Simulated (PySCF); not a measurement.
PySCF input (M06-L/def2-TZVPD):

```python
from pyscf import gto, scf, dft

mol = gto.M(
    atom='''
    Si   -0.04756189   -0.95901857    0.27984017
    Cl    1.73900744    0.36591280   -0.03557094
    Cl   -1.69804253    0.50996005   -0.12608197
    H    -0.03053696   -1.46357839   -1.16966282
    ''',
    basis='def2-tzvpd',
    charge=-1,
    spin=0,
    verbose=4,
)

mf = dft.RKS(mol, xc='m06l').density_fit(auxbasis='def2-universal-jkfit')
mf.grids.level = 4
mf.conv_tol = 1e-9
mf.max_cycle = 100
mf.max_memory = 1500
mf.kernel()
if not mf.converged:
    mf = mf.newton()
    mf.kernel(mf.make_rdm1())
mf.analyze()
```

End of the output:

```
Extra cycle  E= -1210.64236201835  delta_E= -6.37e-12  |g|= 1.06e-05  |ddm|= 9.37e-05
converged SCF energy = -1210.64236201835
**** SCF Summaries ****
Total Energy =                       -1210.642362018347967
Nuclear Repulsion Energy =             167.849209292432278
One-electron Energy =                -2018.407669257245516
Two-electron Energy =                  639.916097946465356
Two-electron Coulomb Energy =          717.949988283776293
DFT Exchange-Correlation Energy =      -78.033890337310908
HOMO-LUMO gap [eV] =                     3.763169239426952
**** MO energy ****
MO #1   energy= -100.96643153978   occ= 2
MO #2   energy= -100.966429924571  occ= 2
MO #3   energy= -65.6602997355629  occ= 2
MO #4   energy= -9.19662559334132  occ= 2
MO #5   energy= -9.19662531269629  occ= 2
MO #6   energy= -6.90165945280799  occ= 2
MO #7   energy= -6.90165776008711  occ= 2
MO #8   energy= -6.89748960120049  occ= 2
MO #9   energy= -6.89748846018184  occ= 2
MO #10  energy= -6.89687665733847  occ= 2
MO #11  energy= -6.89687632770966  occ= 2
MO #12  energy= -5.06987935044213  occ= 2
MO #13  energy= -3.38222258542033  occ= 2
MO #14  energy= -3.380617044155    occ= 2
MO #15  energy= -3.37399946947118  occ= 2
MO #16  energy= -0.585064300847857 occ= 2
MO #17  energy= -0.571265051848893 occ= 2
MO #18  energy= -0.276924310525224 occ= 2
MO #19  energy= -0.161031424612576 occ= 2
MO #20  energy= -0.151855794352799 occ= 2
MO #21  energy= -0.123166112965319 occ= 2
MO #22  energy= -0.102335651350734 occ= 2
MO #23  energy= -0.0960066687050547 occ= 2
MO #24  energy= -0.0942599570369285 occ= 2
MO #25  energy= -0.00819368672620158 occ= 2
MO #26  energy= 0.130100233203532  occ= 0
MO #27  energy= 0.134842874706347  occ= 0
MO #28  energy= 0.146151185240374  occ= 0
MO #29  energy= 0.160892802553611  occ= 0
MO #30  energy= 0.164303677277203  occ= 0
MO #31  energy= 0.171893496772722  occ= 0
MO #32  energy= 0.184983943233913  occ= 0
MO #33  energy= 0.187883943424512  occ= 0
MO #34  energy= 0.189451763539467  occ= 0
MO #35  energy= 0.244091720866362  occ= 0
MO #36  energy= 0.251604083106251  occ= 0
MO #37  energy= 0.27454510661824   occ= 0
MO #38  energy= 0.28216399520702   occ= 0
MO #39  energy= 0.292357521293904  occ= 0
MO #40  energy= 0.304069933754742  occ= 0
MO #41  energy= 0.316179810566749  occ= 0
MO #42  energy= 0.324243790595217  occ= 0
MO #43  energy= 0.326938783601231  occ= 0
MO #44  energy= 0.350208762036351  occ= 0
MO #45  energy= 0.355871742395642  occ= 0
MO #46  energy= 0.366895472969628  occ= 0
MO #47  energy= 0.376731037547394  occ= 0
MO #48  energy= 0.382436529773245  occ= 0
MO #49  energy= 0.386631658191098  occ= 0
MO #50  energy= 0.393148259988951  occ= 0
MO #51  energy= 0.393271417534871  occ= 0
MO #52  energy= 0.412387297063597  occ= 0
MO #53  energy= 0.426479668014345  occ= 0
MO #54  energy= 0.461562546489504  occ= 0
MO #55  energy= 0.468792835926835  occ= 0
MO #56  energy= 0.531606983346721  occ= 0
MO #57  energy= 0.538477347712249  occ= 0
MO #58  energy= 0.549409694750018  occ= 0
MO #59  energy= 0.555460159517343  occ= 0
MO #60  energy= 0.57121555613562   occ= 0
MO #61  energy= 0.581646436501682  occ= 0
MO #62  energy= 0.599012497171781  occ= 0
MO #63  energy= 0.617781149748195  occ= 0
MO #64  energy= 0.666577687180695  occ= 0
MO #65  energy= 0.686202337541056  occ= 0
MO #66  energy= 0.712823369372952  occ= 0
MO #67  energy= 0.73953939540108   occ= 0
MO #68  energy= 0.750613039753055  occ= 0
MO #69  energy= 0.769486230022254  occ= 0
MO #70  energy= 0.777225940284924  occ= 0
MO #71  energy= 0.782211256236336  occ= 0
MO #72  energy= 0.795469778479987  occ= 0
MO #73  energy= 0.799522316023399  occ= 0
MO #74  energy= 0.804493248259601  occ= 0
MO #75  energy= 0.806943303529562  occ= 0
MO #76  energy= 0.816282572012168  occ= 0
MO #77  energy= 0.855287943829269  occ= 0
MO #78  energy= 0.863338778250114  occ= 0
MO #79  energy= 0.895089744162958  occ= 0
MO #80  energy= 0.919007076156858  occ= 0
MO #81  energy= 0.948420340980594  occ= 0
MO #82  energy= 1.22227124169401   occ= 0
MO #83  energy= 1.22763328329177   occ= 0
MO #84  energy= 1.24250467404395   occ= 0
MO #85  energy= 1.26153679832499   occ= 0
MO #86  energy= 1.27555484614451   occ= 0
MO #87  energy= 1.29261666969249   occ= 0
MO #88  energy= 1.31841431506314   occ= 0
MO #89  energy= 1.34855502771111   occ= 0
MO #90  energy= 1.35343219780055   occ= 0
MO #91  energy= 1.42559388389483   occ= 0
MO #92  energy= 1.43701252957302   occ= 0
MO #93  energy= 1.48386360310366   occ= 0
MO #94  energy= 1.48825225993429   occ= 0
MO #95  energy= 1.51523556738551   occ= 0
MO #96  energy= 1.70849794870003   occ= 0
MO #97  energy= 1.95510322990048   occ= 0
MO #98  energy= 2.02862989844058   occ= 0
MO #99  energy= 2.10617737739585   occ= 0
MO #100 energy= 2.11732734350074   occ= 0
MO #101 energy= 2.17447683194109   occ= 0
MO #102 energy= 2.18085522600436   occ= 0
MO #103 energy= 2.18811535967027   occ= 0
MO #104 energy= 2.19926027608526   occ= 0
MO #105 energy= 2.2152093711391    occ= 0
MO #106 energy= 2.23086099488313   occ= 0
MO #107 energy= 2.24298626009937   occ= 0
[...]
```

It need not be the lowest isomer of its formula. Whether it binds its extra electron was not tested at this geometry.
